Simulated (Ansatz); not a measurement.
Reaction (formal hydrolysis of the Si–O bond): `BO[Si](O)(O)O` + H₂O → `O[Si](O)(O)O` + `BO`

Computed with Ansatz on PBE0-D4/def2-TZVP structures; ΔE is electronic, products minus reactants. CCSD(T)/CBS is the MP2 limit (def2-TZVPP, def2-QZVPP) plus CCSD(T) − MP2 in def2-TZVPP, frozen cores. This one scheme is used for every species. Functionals use def2-TZVPP. Each species was taken in one conformer, which may not be the lowest.

| level | ΔE (kJ/mol) |
| --- | --- |
| B97M-V | -14.7 |
| ωB97X-V | -15.5 |
| LC-ωPBE | -19.2 |
| HF/def2-TZVPP | -13.7 |

Q: What does CCSD(T)/CBS give? (An estimate is asked.)

A: Computed: -11.0 kJ/mol. The listed levels differ from it by -3.7, -4.5, -8.2, -2.7 kJ/mol.

Largest T1 diagnostic among the species: 0.014.

From BLYP to BHLYP (50 % exact exchange), in def2-TZVPP and without D4, ΔE moves by +3.8 kJ/mol. The D4 term adds +5.4 kJ/mol with B3LYP and +3.2 kJ/mol with PBE0; it sums over pairs of atoms, weighted by their polarisabilities, and B3LYP, whose exchange is more repulsive, gets the larger term. At CCSD(T), def2-SVP lies −8.8 kJ/mol from the extrapolated value and def2-TZVPP −3.0 kJ/mol.

B3LYP here is the variant with VWN-RPA as its local correlation; programs differ in this.
